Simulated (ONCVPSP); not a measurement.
## V (Z = 23): one change to an ONCV potential, before and after

- Element: vanadium (V)
- Generator: ONCVPSP 4.0.1
- Type: optimised norm-conserving Vanderbilt (ONCV)
- Functional: PBE
- Relativity: scalar-relativistic
- Frozen core: [Ne]
- Valence charge: 13
- Reference configuration: 3s2 3p6 3d3 4s1 4p1
- Partial waves: 3s+4s: rc 1.30 bohr, ncon 4, nbas 9, qcut 11.1 1/bohr, 2 projectors; 3p+4p: rc 2.00 bohr, ncon 4, nbas 8, qcut 7.5 1/bohr, 2 projectors; 3d: rc 2.25 bohr, ncon 5, nbas 10, qcut 5.7 1/bohr, 3 projectors, debl 0.7 Ha
- Local potential: polynomial inside 1.00 bohr (lpopt 4, dvloc0 6 Ha)
- Core correction: polynomial model core, fcfact 0.5

Change: d: rc 2.72.

Cutoffs: the cutoffs (Ha) at which the residual kinetic energy of the hardest occupied pseudo-wave falls to 1 and 0.1 mHa per electron; they do not see the model core or the augmentation charge, which bear on the density cutoff. Errors are all-electron minus pseudo energies relative to the spin-unpolarised reference configuration.

Problem. What does the change do?

Solution. The potential gets softer (38 Ha and 68 Ha → 38 Ha and 45 Ha); of the 4 tests that both files solve, the error grows in 4 and shrinks in 0 by more than 15 % and 0.3 meV (median size 1.6 → 12.5 meV); neither file shows a bound ghost. A larger radius leaves more room for a smooth pseudo-wave, so fewer plane waves are needed. More of the atom is replaced by a form fitted at one configuration, so other configurations suffer.

| quantity | base | changed |
| --- | --- | --- |
| cutoff, loose | 38 Ha | 38 Ha |
| cutoff, tight | 68 Ha | 45 Ha |
| loose cutoff by channel | s 38 Ha, p 19 Ha, d 18 Ha | s 38 Ha, p 19 Ha, d 13 Ha |
| bound ghosts | none | none |
| GHOST(+) flags under 300 eV | d at 90.9 eV | none |
| error for 3s2 3p6 3d3 4s2 4p0, meV [ΔE -3.35 eV] | +0.1 | -0.9 |
| error for 3s2 3p6 3d3 4s1 4p0, meV [ΔE 4.39 eV] | 0.0 | -0.5 |
| error for 3s2 3p6 3d3 4s0 4p0, meV [ΔE 18.68 eV] | -3.2 | -24 |
| error for 3s2 3p6 3d4 4s0 4p0, meV [ΔE 3.85 eV] | +144 | +245 |
| s: phases at 1.32 bohr within 0.05 rad from the reference energy up to (Ha; the scan ends near 5) | to the end of the scan | to the end of the scan |
| p: phases at 2.03 bohr within 0.05 rad from the reference energy up to (Ha; the scan ends near 5) | to the end of the scan | to the end of the scan |
| rms error of d²Exc/dni dnj with the model core, mHa | 1.31 | 2.34 |
